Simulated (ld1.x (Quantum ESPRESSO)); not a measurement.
Which change was made? (Ni, PAW)

Ni, PAW, made with ld1.x (Quantum ESPRESSO) 7.5 (LDA (PZ), scalar-relativistic). Core [Ar], reference 3d8 4s1.5 4p0 (charge +0.5). Waves: 4s (bound): rcut 1.65, rcutus 2.25 bohr; 4s channel at 0.1 Ry: rcut 1.65, rcutus 2.25 bohr; 4p (bound, empty): rcut 1.90, rcutus 2.60 bohr; 4p channel at 0.1 Ry: rcut 1.90, rcutus 2.60 bohr; 3d (bound): rcut 1.10, rcutus 1.30 bohr; 3d channel at -0.4 Ry: rcut 1.10, rcutus 1.30 bohr; 4f channel at -0.15 Ry: rc 2.65 bohr. Local part: the f channel. Core correction: a·sin(br)/r model core, default radius (ld1.x builds one for every PAW set, though the input has nlcc=.false.). Augmentation charge: PSQ, inside the norm-conserving radii.

Cutoffs, loose and tight: the cutoffs (Ry, on a coarse ladder) from which the occupation-weighted sum of valence levels, in a spherical-Bessel basis at the reference potential, stays within 10 and 1 mRy of its value at 400 Ry. They do not see the model core or the augmentation charge, which bear on the density cutoff. Test errors are all-electron minus pseudo excitation energies from the reference, over the configurations 3d8 4s2 4p0; 3d8 4s1 4p0; 3d8 4s0 4p0; 3d9 4s0 4p0; 3d7 4s2 4p1; 3d7 4s0 4p0; 3d8 4s0 4p1 (two spin-polarised tests are not counted in the largest error); variants that change the core or the reference have their own tests. The largest error is taken over the tests solved by every variant that gives reliable tests at all, those not shown here included: 3d8 4s0 4p0; 3d8 4s1 4p0; 3d8 4s2 4p0; 3d9 4s0 4p0.

The base gives: outcome: generated; cutoff, loose: 70 Ry; cutoff, tight: 110 Ry; bound ghosts: none; largest test error (meV): -112.

After one change the result is: outcome: failed: new_paw_hamiltonian: negative rho. Which change was it?
A. all radii but the core radius scaled by about 0.78 (s 1.74, p 2.02, d 1.00, f 2.06 bohr, rcut 1.28/1.48/0.86/2.06)
B. waves 4p (bound): rcut 1.50, rcutus 1.60 bohr; 4p channel at 0.1 Ry: rcut 1.50, rcutus 1.60 bohr
C. waves 3d (bound): rcut 0.92, rcutus 0.98 bohr; 3d channel at -0.4 Ry: rcut 0.92, rcutus 0.98 bohr
D. local potential all-electron potential smoothed inside 1.00 bohr (lloc = -1)
E. reference 3d8 4s1.75 4p0

A. The others give: local potential all-electron potential smoothed inside 1.00 bohr (lloc = -1) → outcome: failed: invmat: error in DGETRF | reference 3d8 4s1.75 4p0 → outcome: generated; cutoff, loose: 70 Ry; cutoff, tight: 110 Ry; bound ghosts: none; largest test error (meV): -1570 | waves 3d (bound): rcut 0.92, rcutus 0.98 bohr; 3d channel at -0.4 Ry: rcut 0.92, rcutus 0.98 bohr → outcome: generated; cutoff, loose: 160 Ry; cutoff, tight: 230 Ry; bound ghosts: none; largest test error (meV): -105 | waves 4p (bound): rcut 1.50, rcutus 1.60 bohr; 4p channel at 0.1 Ry: rcut 1.50, rcutus 1.60 bohr → outcome: generated, overlap not positive; bound ghosts: not determined (overlap not positive); largest test error (meV): -112. A file whose overlap is not positive is unfit for use, and its test errors describe a broken file.
